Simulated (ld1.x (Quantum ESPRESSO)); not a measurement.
# Re (Z = 75): from the effect back to the setting (ultrasoft)

Base potential:

ld1.x (Quantum ESPRESSO) 7.5 input, shortened:

```
&input
   title='Re', zed=75., rel=1, dft='PZ', iswitch=3,
   config='[Xe] 4f14 5d5 6s2 6p0'
 /
 &inputp
   pseudotype=3, tm=.true., lloc=-1, rcloc=2.55,
   nlcc=.true.
 /
6
6S  1  0   2.00   0.00  2.10  2.85  0.0
6S  1  0   0.00   0.70  2.10  2.85  0.0
6P  2  1   0.00   0.00  2.45  2.85  0.0
6P  2  1   0.00   3.15  2.45  2.85  0.0
5D  3  2   5.00   0.00  2.05  2.70  0.0
5D  3  2   0.00  -0.10  2.05  2.70  0.0
 &test
   configts(1)='5d5 6s2 6p0'
 /
```

Cutoffs, loose and tight: the cutoffs (Ry, on a coarse ladder) from which the occupation-weighted sum of valence levels, in a spherical-Bessel basis at the reference potential, stays within 10 and 1 mRy of its value at 400 Ry. They do not see the model core or the augmentation charge, which bear on the density cutoff. Test errors are all-electron minus pseudo excitation energies from the reference, over the configurations 5d5 6s1 6p0; 5d5 6s0 6p0; 5d4 6s0 6p0; 5d6 6s0 6p0; 5d4 6s2 6p1; 5d4 6s2 6p0; 5d5 6s1 6p1 (two spin-polarised tests are not counted in the largest error); variants that change the core or the reference have their own tests. The largest error is taken over the tests solved by every variant that gives reliable tests at all, those not shown here included: 5d4 6s2 6p1; 5d5 6s1 6p0; 5d5 6s1 6p1.

Only the d radius is moved (1 further runs of the sweep failed or gave no value and are left out):

```json
{"d radius (bohr)": "1.82", "cutoff, loose": "30 Ry", "cutoff, tight": "50 Ry", "bound ghosts": "none", "largest test error (meV)": "-57"}
{"d radius (bohr)": "2.38", "cutoff, loose": "18 Ry", "cutoff, tight": "30 Ry", "bound ghosts": "none", "largest test error (meV)": "-57"}
{"d radius (bohr)": "2.54", "cutoff, loose": "15 Ry", "cutoff, tight": "25 Ry", "bound ghosts": "none", "largest test error (meV)": "-58"}
{"d radius (bohr)": "2.98", "cutoff, loose": "12 Ry", "cutoff, tight": "18 Ry", "bound ghosts": "none", "largest test error (meV)": "-64"}
{"d radius (bohr)": "3.16", "cutoff, loose": "10 Ry", "cutoff, tight": "15 Ry", "bound ghosts": "none", "largest test error (meV)": "-70"}
{"d radius (bohr)": "3.46", "cutoff, loose": "8 Ry", "cutoff, tight": "10 Ry", "bound ghosts": "none", "largest test error (meV)": "-82"}
{"d radius (bohr)": "3.74", "cutoff, loose": "8 Ry", "cutoff, tight": "8 Ry", "bound ghosts": "none", "largest test error (meV)": "-99"}
```

Problem. One more run gave cutoff, loose: 25 Ry; cutoff, tight: 40 Ry; bound ghosts: none; largest test error (meV): -57. Which value of the d radius was used?

Solution. 2.06 bohr. The tight cutoff moves one way along this sweep, from 50 Ry at 1.82 to 8 Ry at 3.74 bohr, which places the run between 1.82 and 2.38 bohr.
